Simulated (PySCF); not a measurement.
C7H4F6Si, SMILES FC(F)(F)c1ccc([Si](F)(F)F)cc1, GFN2-xTB optimised geometry.

```
18

F     -1.89    -3.13    -1.29
C     -1.69    -2.70    -0.03
F     -2.90    -2.62     0.54
F     -1.03    -3.68     0.60
C     -0.95    -1.39     0.00
C     -1.65    -0.20    -0.01
C     -0.96     1.00    -0.01
C      0.43     1.03     0.00
Si     1.35     2.65     0.01
F      0.83     3.68    -1.08
F      2.90     2.48    -0.27
F      1.26     3.44     1.38
C      1.12    -0.19     0.00
C      0.44    -1.39     0.00
H     -2.73    -0.21    -0.01
H     -1.52     1.93    -0.02
H      2.20    -0.19     0.00
H      0.98    -2.33     0.01
```

Density from B3LYP/def2-SVP (PySCF) at that geometry.

Minimum of the electron density along straight lines between bonded atoms, close to the bond critical point (lines longer than 1.1 times the sum of covalent radii, or with two minima, are not listed):

```json
[
 {"bond": "F1–C2", "length / Å": "1.348", "ρ at the minimum / e bohr⁻³": "0.273", "∇²ρ there / e bohr⁻⁵": "(withheld)", "position (fraction from the first atom)": "0.66"},
 {"bond": "C2–F3", "length / Å": "1.340", "ρ at the minimum / e bohr⁻³": "0.276", "∇²ρ there / e bohr⁻⁵": "-0.23", "position (fraction from the first atom)": "0.34"},
 {"bond": "C2–F4", "length / Å": "1.341", "ρ at the minimum / e bohr⁻³": "0.276", "∇²ρ there / e bohr⁻⁵": "-0.23", "position (fraction from the first atom)": "0.34"},
 {"bond": "C2–C5", "length / Å": "1.504", "ρ at the minimum / e bohr⁻³": "0.271", "∇²ρ there / e bohr⁻⁵": "(withheld)", "position (fraction from the first atom)": "0.53"},
 {"bond": "C5–C6", "length / Å": "1.388", "ρ at the minimum / e bohr⁻³": "0.311", "∇²ρ there / e bohr⁻⁵": "-0.79", "position (fraction from the first atom)": "0.51"},
 {"bond": "C6–C7", "length / Å": "1.382", "ρ at the minimum / e bohr⁻³": "0.316", "∇²ρ there / e bohr⁻⁵": "-0.82", "position (fraction from the first atom)": "0.50"},
 {"bond": "C7–C8", "length / Å": "1.396", "ρ at the minimum / e bohr⁻³": "0.306", "∇²ρ there / e bohr⁻⁵": "-0.77", "position (fraction from the first atom)": "0.50"},
 {"bond": "C8–Si9", "length / Å": "1.869", "ρ at the minimum / e bohr⁻³": "0.123", "∇²ρ there / e bohr⁻⁵": "0.31", "position (fraction from the first atom)": "0.62"},
 {"bond": "Si9–F10", "length / Å": "1.585", "ρ at the minimum / e bohr⁻³": "0.127", "∇²ρ there / e bohr⁻⁵": "1.22", "position (fraction from the first atom)": "0.42"},
 {"bond": "Si9–F11", "length / Å": "1.584", "ρ at the minimum / e bohr⁻³": "0.127", "∇²ρ there / e bohr⁻⁵": "1.23", "position (fraction from the first atom)": "0.42"},
 {"bond": "Si9–F12", "length / Å": "1.586", "ρ at the minimum / e bohr⁻³": "0.127", "∇²ρ there / e bohr⁻⁵": "1.22", "position (fraction from the first atom)": "0.42"},
 {"bond": "C8–C13", "length / Å": "1.396", "ρ at the minimum / e bohr⁻³": "0.306", "∇²ρ there / e bohr⁻⁵": "-0.76", "position (fraction from the first atom)": "0.50"},
 {"bond": "C5–C14", "length / Å": "1.388", "ρ at the minimum / e bohr⁻³": "0.312", "∇²ρ there / e bohr⁻⁵": "-0.79", "position (fraction from the first atom)": "0.51"},
 {"bond": "C13–C14", "length / Å": "1.382", "ρ at the minimum / e bohr⁻³": "0.316", "∇²ρ there / e bohr⁻⁵": "-0.82", "position (fraction from the first atom)": "0.50"},
 {"bond": "C6–H15", "length / Å": "1.079", "ρ at the minimum / e bohr⁻³": "0.287", "∇²ρ there / e bohr⁻⁵": "-1.12", "position (fraction from the first atom)": "0.64"},
 {"bond": "C7–H16", "length / Å": "1.079", "ρ at the minimum / e bohr⁻³": "0.287", "∇²ρ there / e bohr⁻⁵": "-1.11", "position (fraction from the first atom)": "0.63"},
 {"bond": "C13–H17", "length / Å": "1.079", "ρ at the minimum / e bohr⁻³": "0.287", "∇²ρ there / e bohr⁻⁵": "-1.12", "position (fraction from the first atom)": "0.64"},
 {"bond": "C14–H18", "length / Å": "1.079", "ρ at the minimum / e bohr⁻³": "0.287", "∇²ρ there / e bohr⁻⁵": "-1.12", "position (fraction from the first atom)": "0.64"}
]
```

Problem. Some entries are withheld; supply them.

Solution. 
- F1–C2, ∇²ρ there / e bohr⁻⁵: -0.28
- C2–C5, ∇²ρ there / e bohr⁻⁵: -0.71
